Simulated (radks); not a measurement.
All-electron atom: V XX in [He] 2s2 (the NIST ground configuration). All-electron calculation, Dirac Kohn-Sham, PBE, spin-unpolarised, spherical densities, point nucleus. Program: a radial shooting solver on a logarithmic mesh with Libxc functionals. Some entries of the table are withheld. Estimate them.

| orbital | occ. | eigenvalue (eV) | <r> (bohr) |
|---|---|---|---|
| 1s1/2 | 2 | -6471.404 | 0.06597 |
| 2s1/2 | 2 | (1) | (2) |
| 2p1/2 | 0 | -1400.430 | 0.2358 |
| 2p3/2 | 0 | -1390.662 | 0.2380 |
| 3s1/2 | 0 | -609.4408 | (3) |

Answer. 
(1) 2s1/2 eigenvalue (eV): -1449.800
(2) 2s1/2 <r> (bohr): 0.2765
(3) 3s1/2 <r> (bohr): 0.6427
